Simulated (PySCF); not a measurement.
A spin–spin coupling run with PySCF 2.14.0 with density-fitted response routines (density fitting, non-relativistic, gas phase) on SMILES O=C([O-])C(F)(F)F, [C₂F₃O₂]-:

```
{"job": {"kind": "j", "xc": "B3LYP", "basis": "pcJ-1"}, "charge": -1, "multiplicity": 1}
O      1.334074    -1.191306    -0.606880
C      1.026642    -0.187762     0.012866
O      1.643568     0.654841     0.641235
C     -0.600808     0.101281    -0.014326
F     -0.982071     0.866980    -1.073791
F     -1.357035    -1.022326    -0.099288
F     -1.065457     0.756171     1.079877
```

Hardware: 1 thread of an Arm Neoverse V1, shared host. The job also computes field gradients.

(1) How large is the calculation?

(2) How long does it take?

(3) And these other runs on the same molecule and hardware: GIAO shielding at PBE0/pcSseg-1?

Results:

(1) 56 electrons, 189 basis functions and 653 auxiliary functions.

(2) 26 s of wall time, with 14 SCF cycles. Times on a shared host scatter by some tens of per cent.

(3) PBE0/pcSseg-1: 119 functions, 6.3 s.
